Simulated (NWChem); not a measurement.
System meant: CF₂, singlet; SMILES F[C]F

The following NWChem deck was run.

```
start job
memory heap 200 mb stack 900 mb global 1100 mb
geometry units angstroms noautoz
  F      1.023701     0.000000    -0.197087
  C      0.000000     0.000000     0.591031
  F     -1.023701     0.000000    -0.197087
end
basis spherical
  F library def2-svp
  C library def2-svp
end
dft
  odft
  mult 2
  xc pbe0
  iterations 150
  mulliken
end
task dft energy
```

End of the output:

```
 ==============================================================================
                                 internuclear angles
 ------------------------------------------------------------------------------
        center 1       |       center 2       |       center 3       |  degrees
 ------------------------------------------------------------------------------
    1 F                |   2 C                |   3 F                |   104.82
 ------------------------------------------------------------------------------
                            number of included internuclear angles:          1
 ==============================================================================

 Summary of "ao basis" -> "" (spherical)
 ------------------------------------------------------------------------------
       Tag                 Description            Shells   Functions and Types
 ---------------- ------------------------------  ------  ---------------------
 F                          def2-svp                 6       14   3s2p1d
 C                          def2-svp                 6       14   3s2p1d

                                 NWChem DFT Module
                                 -----------------

 Summary of "ao basis" -> "ao basis" (spherical)
 ------------------------------------------------------------------------------
       Tag                 Description            Shells   Functions and Types
 ---------------- ------------------------------  ------  ---------------------
 F                          def2-svp                 6       14   3s2p1d
 C                          def2-svp                 6       14   3s2p1d

      Symmetry analysis of basis
      --------------------------

        a1         17
        a2          5
        b1         13
        b2          7

  number of electrons :                   24
  multiplicity        :                    2
 ------------------------------------------------------------------------
  no. of electrons and multiplicity not compatible                  24
 ------------------------------------------------------------------------
 ------------------------------------------------------------------------
  current input line :
    19: task dft energy
 ------------------------------------------------------------------------
 ------------------------------------------------------------------------
 There is an error in the input file
 ------------------------------------------------------------------------
 For more information see the NWChem manual at https://nwchemgit.github.io

0: no. of electrons and multiplicity not compatible:Received an Error in Communication
```

What is wrong, and how is it mended?

The input was rejected before any calculation. Cause: the multiplicity doesn't fit the number of electrons (an even count wants an odd multiplicity, and the reverse). This input runs:
```
start job
memory heap 200 mb stack 900 mb global 1100 mb
geometry units angstroms noautoz
  F      1.023701     0.000000    -0.197087
  C      0.000000     0.000000     0.591031
  F     -1.023701     0.000000    -0.197087
end
basis spherical
  * library def2-svp
end
dft
  xc pbe0
  iterations 150
  mulliken
end
task dft energy
```
It converges to -237.27747 Ha (PBE0/def2-SVP).
